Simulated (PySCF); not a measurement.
Levels of Bi⁷⁸⁺ from EOM-EA-GCCSD

Reference: closed-shell Bi⁷⁹⁺, [He] 2s2; one electron is added. Calculated with PySCF 2.14, two-component X2C-1e with screened spin-orbit coupling, an even-tempered Gaussian basis (16 s from 18 bohr⁻², ratio 2.6; 14 p from 23 bohr⁻², ratio 2.6; 7 d from 24 bohr⁻², ratio 2.8; 4 f from 440 bohr⁻², ratio 2.8); frozen nothing; the 32 highest virtual spinors dropped; of the others 54 kept and the rest restored at second order. No Breit or QED terms. Binding energies in eV.

```tsv
level	Koopmans
2p1/2	24669.6
2p3/2	22160.4
```

Problem. How does correlation move these levels?

Solution. 2p1/2: second order 24668.1, EOM-CCSD 24663.7; 2p3/2: second order 22161.7, EOM-CCSD 22161.6.

For comparison, the ionisation energy of Bi⁷⁸⁺ is 24640 ± 120 eV (theoretical estimate listed by NIST; NIST Atomic Spectra Database, ionization energies).

Only part of the computed levels is shown.
